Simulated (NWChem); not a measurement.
System: C2H5FOSi; SMILES C=CO[SiH2]F

Here is an NWChem input.

```
start job
memory heap 200 mb stack 900 mb global 1100 mb
geometry units angstroms noautoz
  C      0.387758    -2.736925    -0.018095
  C     -0.237379    -1.586382     0.212359
  O     -0.032305    -0.470418    -0.562875
  Si    -0.521462     1.065540    -0.188607
  F      0.564806     1.804173     0.741255
  H      1.106793    -2.840877    -0.823875
  H      0.180640    -3.598050     0.606673
  H     -0.965445    -1.465429     1.015271
  H     -0.613719     1.793340    -1.467867
  H     -1.794782     1.001263     0.569909
end
basis spherical
  * library def2-tzvp
end
dft
  xc becke88 lyp
  iterations 150
  semidirect filesize 400000000
  mulliken
end
task dft energy
```

NWChem printed, in part:

```
             Northwest Computational Chemistry Package (NWChem) 7.3.0
             --------------------------------------------------------

 C1  symmetry detected

                             Geometry "geometry" -> ""
                             -------------------------

 Output coordinates in angstroms (scale by  1.889725989 to convert to a.u.)

  No.       Tag          Charge          X              Y              Z
 ---- ---------------- ---------- -------------- -------------- --------------
    1 C                    6.0000     0.37692539     2.67176219     0.12359647
    2 C                    6.0000     0.05383542     1.48355620    -0.37783537
    3 O                    8.0000    -0.35331862     0.43743043     0.41479646
    4 Si                  14.0000    -0.48756813    -1.14019705    -0.06643807
    5 F                    9.0000     0.92370855    -1.90283556     0.06348824
    6 H                    1.0000     0.35049156     2.86369213     1.19109959
    7 H                    1.0000     0.67372995     3.47509504    -0.54073220
    8 H                    1.0000     0.07134633     1.27454461    -1.44806195
    9 H                    1.0000    -1.44779916    -1.77364559     0.85628055
   10 H                    1.0000    -0.89320772    -1.18276121    -1.49278539

 Effective nuclear repulsion energy (a.u.)     226.3808154703

                                 NWChem DFT Module
                                 -----------------

 Summary of "ao basis" -> "ao basis" (spherical)
 ------------------------------------------------------------------------------
       Tag                 Description            Shells   Functions and Types
 ---------------- ------------------------------  ------  ---------------------
 C                         def2-tzvp                11       31   5s3p2d1f
 O                         def2-tzvp                11       31   5s3p2d1f
 Si                        def2-tzvp                13       37   5s5p2d1f
 F                         def2-tzvp                11       31   5s3p2d1f
 H                         def2-tzvp                 4        6   3s1p

            General Information
            -------------------
          SCF calculation type: DFT
          Wavefunction type:  closed shell.
          No. of atoms     :    10
          No. of electrons :    48
           Alpha electrons :    24
            Beta electrons :    24
          Charge           :     0
          Spin multiplicity:     1
          Use of symmetry is: off; symmetry adaption is: off
          Maximum number of iterations: 150
          AO basis - number of functions:   191
                     number of shells:    77
          Convergence on energy requested:  1.00D-06
          Convergence on density requested:  1.00D-05
          Convergence on gradient requested:  5.00D-04

              XC Information
              --------------
                    Becke 1988 Exchange Functional  1.000
              Lee-Yang-Parr Correlation Functional  1.000

             Grid Information
             ----------------
          Grid used for XC integration:  medium
          Radial quadrature: Mura-Knowles
          Angular quadrature: Lebedev.
          Tag              B.-S. Rad. Rad. Pts. Rad. Cut. Ang. Pts.
          ---              ---------- --------- --------- ---------
          C                   0.70       49          12.0       434
          O                   0.60       49          10.0       434
          Si                  1.10       88          12.0       590
          F                   0.50       49          13.0       434
          H                   0.35       45          14.0       434
          Grid pruning is: on
          Number of quadrature shells:   509
          Spatial weights used:  Erf1

      Superposition of Atomic Density Guess
      -------------------------------------

 Sum of atomic energies:        -540.87949852

      Non-variational initial energy
      ------------------------------

 Total energy =    -542.910969
 1-e energy   =   -1196.001109
 2-e energy   =     426.709324
 HOMO         =      -0.298036
 LUMO         =       0.030152

------------------------------------------------------------
EAF file 0: "./job.aoints.0" size=600834048 bytes
------------------------------------------------------------
               write      read    awrite     aread      wait
               -----      ----    ------     -----      ----
     calls:     1146         0         0         0         0
   data(b): 6.01e+08  0.00e+00  0.00e+00  0.00e+00
   time(s): 0.00e+00  0.00e+00  0.00e+00  0.00e+00  0.00e+00
rate(mb/s): 0.00e+00  0.00e+00
------------------------------------------------------------

     ---------------------------------------------
      Total Density - Mulliken Population Analysis
     ---------------------------------------------

    Atom       Charge   Shell Charges
 -----------   ------   -------------------------------------------------------
    1 C    6     6.55   0.86  1.12  0.58  0.66  0.12  1.30  1.38  0.50  0.01  0.02  0.01
    2 C    6     5.72   0.86  1.12  0.55  0.62  0.08  1.05  1.06  0.26  0.03  0.09  0.01
    3 O    8     8.59   0.79  1.18  0.58  0.95  0.22  1.97  2.18  0.69  0.00  0.02  0.00
    4 Si  14    12.99   2.00  0.59  1.39  0.80  0.38  4.10  1.73  0.47  0.90  0.23  0.18  0.15  0.07
    5 F    9     9.52   0.77  1.20  0.61  1.01  0.31  2.37  2.36  0.87  0.00  0.01  0.00
    6 H    1     0.83   0.24  0.44  0.13  0.02
    7 H    1     0.82   0.24  0.44  0.12  0.02
    8 H    1     0.87   0.24  0.45  0.15  0.02
    9 H    1     1.05   0.23  0.54  0.28  0.01
   10 H    1     1.06   0.23  0.54  0.29  0.01

   convergence    iter        energy       DeltaE   RMS-Dens  Diis-err
 ---------------- ----- ----------------- --------- --------- ---------
 d= 0,ls=0.0,diis     1   -543.7935355039 -7.70D+02  6.72D-03  1.65D+00
 d= 0,ls=0.0,diis     2   -543.6288442582  1.65D-01  4.73D-03  3.22D+00
 d= 0,ls=0.0,diis     3   -543.8913623547 -2.63D-01  1.15D-03  3.15D-01
 d= 0,ls=0.0,diis     4   -543.9142965670 -2.29D-02  5.47D-04  1.55D-02
 d= 0,ls=0.0,diis     5   -543.9147438460 -4.47D-04  3.01D-04  1.17D-02
  Resetting Diis
 d= 0,ls=0.0,diis     6   -543.9160207471 -1.28D-03  7.49D-05  3.20D-04
 d= 0,ls=0.0,diis     7   -543.9160583513 -3.76D-05  3.57D-05  1.88D-05
 d= 0,ls=0.0,diis     8   -543.9160493150  9.04D-06  2.47D-05  9.64D-05
 d= 0,ls=0.0,diis     9   -543.9160603550 -1.10D-05  4.40D-06  2.09D-06
 d= 0,ls=0.0,diis    10   -543.9160605267 -1.72D-07  1.66D-06  3.94D-07

         Total DFT energy =     -543.916060526743
      One electron energy =    -1199.845415727998
           Coulomb energy =      482.269348176403
    Exchange-Corr. energy =      -52.720808445417
 Nuclear repulsion energy =      226.380815470270

 Numeric. integr. density =       47.999995460282

                       DFT Final Molecular Orbital Analysis
                       ------------------------------------

 Vector   22  Occ=2.000000D+00  E=-3.159825D-01
              MO Center= -4.4D-01, -6.5D-01,  6.9D-02, r^2= 4.0D+00
   Bfn.  Coefficient  Atom+Function         Bfn.  Coefficient  Atom+Function
  ----- ------------  ---------------      ----- ------------  ---------------
   138      0.191721   5 F  pz              181     -0.192323   9 H  s
    70     -0.168148   3 O  pz              110     -0.166717   4 Si pz
   182     -0.160615   9 H  s               141      0.150241   5 F  pz
    73     -0.137401   3 O  pz              187      0.131086  10 H  s
   180     -0.129550   9 H  s               175     -0.112921   8 H  s

 Vector   23  Occ=2.000000D+00  E=-2.896060D-01
              MO Center= -4.4D-01, -6.6D-02, -1.4D-01, r^2= 3.1D+00
   Bfn.  Coefficient  Atom+Function         Bfn.  Coefficient  Atom+Function
  ----- ------------  ---------------      ----- ------------  ---------------
    70      0.325511   3 O  pz               73      0.262303   3 O  pz
    76      0.181140   3 O  pz              188      0.181219  10 H  s
   187      0.172370  10 H  s               110     -0.141380   4 Si pz
   176      0.136612   8 H  s               175      0.124758   8 H  s
   186      0.115664  10 H  s                39     -0.114051   2 C  pz

 Vector   24  Occ=2.000000D+00  E=-2.172460D-01
              MO Center=  1.3D-01,  1.8D+00,  2.5D-02, r^2= 2.2D+00
   Bfn.  Coefficient  Atom+Function         Bfn.  Coefficient  Atom+Function
  ----- ------------  ---------------      ----- ------------  ---------------
     6      0.287779   1 C  px                9      0.237983   1 C  px
    68     -0.232185   3 O  px               37      0.228949   2 C  px
    40      0.193018   2 C  px               71     -0.189166   3 O  px
    12      0.184633   1 C  px               74     -0.158181   3 O  px
    43      0.115272   2 C  px                7     -0.091371   1 C  py

 Vector   25  Occ=0.000000D+00  E=-2.413547D-02
              MO Center=  1.1D-01,  1.6D+00, -5.7D-02, r^2= 3.9D+00
   Bfn.  Coefficient  Atom+Function         Bfn.  Coefficient  Atom+Function
  ----- ------------  ---------------      ----- ------------  ---------------
    43     -0.572186   2 C  px               12      0.557658   1 C  px
    37     -0.319273   2 C  px               40     -0.289466   2 C  px
     6      0.268090   1 C  px              111      0.250710   4 Si px
   112     -0.233445   4 Si py                9      0.214282   1 C  px
   188      0.211325  10 H  s                13     -0.192067   1 C  py

 Vector   26  Occ=0.000000D+00  E=-7.512598D-03
              MO Center= -6.1D-01, -9.6D-01, -2.2D-01, r^2= 4.8D+00
   Bfn.  Coefficient  Atom+Function         Bfn.  Coefficient  Atom+Function
  ----- ------------  ---------------      ----- ------------  ---------------
   111      0.697279   4 Si px              112     -0.671282   4 Si py
    44     -0.313538   2 C  py              135     -0.302262   5 F  s
    74     -0.299461   3 O  px                5      0.212953   1 C  s
    14     -0.191351   1 C  pz               68     -0.169878   3 O  px
   108      0.167358   4 Si px              109     -0.167408   4 Si py

 Vector   27  Occ=0.000000D+00  E=-3.175315D-03
              MO Center= -4.4D-01, -9.6D-01, -2.3D-01, r^2= 4.9D+00
   Bfn.  Coefficient  Atom+Function         Bfn.  Coefficient  Atom+Function
  ----- ------------  ---------------      ----- ------------  ---------------
    36      0.982107   2 C  s               112     -0.824852   4 Si py
   111     -0.587918   4 Si px              176     -0.479991   8 H  s
     5     -0.455980   1 C  s                67      0.402912   3 O  s
   182     -0.393456   9 H  s               188     -0.317708  10 H  s
   170     -0.305914   7 H  s               113     -0.291268   4 Si pz

------------------------------------------------------------
EAF file 0: "./job.aoints.0" size=888143872 bytes
------------------------------------------------------------
               write      read    awrite     aread      wait
               -----      ----    ------     -----      ----
     calls:     1694         9         0     15237     15237
   data(b): 8.88e+08  4.72e+06  0.00e+00  7.99e+09
   time(s): 0.00e+00  0.00e+00  0.00e+00  0.00e+00  0.00e+00
rate(mb/s): 0.00e+00  0.00e+00
------------------------------------------------------------

     ---------------------------------------------
      Total Density - Mulliken Population Analysis
     ---------------------------------------------

    Atom       Charge   Shell Charges
 -----------   ------   -------------------------------------------------------
    1 C    6     6.27   0.86  1.11  0.55  0.63  0.12  1.36  1.12  0.49  0.01  0.01  0.00
    2 C    6     5.93   0.86  1.11  0.56  0.59  0.08  1.31  1.01  0.29  0.03  0.08  0.01
    3 O    8     8.28   0.79  1.18  0.59  0.91  0.26  1.94  1.90  0.68  0.00  0.02  0.00
    4 Si  14    13.39   2.01  0.57  1.40  0.90  0.28  4.13  1.67  0.64  1.01  0.19  0.27  0.25  0.09
    5 F    9     9.29   0.77  1.20  0.62  0.96  0.35  2.30  2.08  1.00  0.00  0.01  0.00
    6 H    1     0.89   0.28  0.48  0.11  0.02
    7 H    1     0.89   0.28  0.48  0.11  0.02
    8 H    1     0.92   0.28  0.48  0.13  0.02
    9 H    1     1.07   0.26  0.53  0.27  0.01
   10 H    1     1.08   0.26  0.53  0.29  0.01

     -------------------------------------------
      Total Density - Lowdin Population Analysis
     -------------------------------------------

    Atom       Charge   Shell Charges
 -----------   ------   -------------------------------------------------------
    1 C    6     6.23   0.91  1.03  0.37  0.36  0.18  1.15  1.33  0.65  0.02  0.19  0.03
    2 C    6     6.31   0.91  1.03  0.37  0.33  0.17  1.11  1.21  0.55  0.04  0.50  0.08
    3 O    8     7.85   0.87  1.09  0.51  0.53  0.27  1.78  1.83  0.89  0.00  0.07  0.00
    4 Si  14    13.90   2.00  0.83  1.09  0.51  0.30  3.85  1.87  0.70  0.98  0.46  0.30  0.69  0.32
    5 F    9     8.99   0.86  1.10  0.60  0.71  0.39  2.15  2.11  1.05  0.00  0.01  0.00
    6 H    1     0.88   0.26  0.39  0.17  0.06
    7 H    1     0.87   0.26  0.39  0.17  0.06
    8 H    1     0.88   0.26  0.39  0.17  0.06
    9 H    1     1.05   0.25  0.47  0.30  0.02
   10 H    1     1.05   0.25  0.47  0.30  0.02

     Multipole analysis of the density
     ---------------------------------

     L   x y z        total         alpha         beta         nuclear
     -   - - -        -----         -----         ----         -------
     0   0 0 0     -0.000000    -24.000000    -24.000000     48.000000

     1   1 0 0     -0.345216     -0.172608     -0.172608     -0.000000
     1   0 1 0      0.130823      0.065412      0.065412     -0.000000
     1   0 0 1     -0.348557     -0.174278     -0.174278      0.000000

     2   2 0 0    -29.018975    -43.705692    -43.705692     58.392410
     2   1 1 0      2.428845     -6.479980     -6.479980     15.388806
     2   1 0 1      0.004288     -0.015409     -0.015409      0.035106
     2   0 2 0    -27.300756   -254.340541   -254.340541    481.380327
     2   0 1 1     -0.305871     -0.110087     -0.110087     -0.085697
     2   0 0 2    -26.719764    -29.773124    -29.773124     32.826485
```

Level: BLYP/def2-TZVP. Structure relaxed at the B3LYP/6-31G* (spherical d) level.
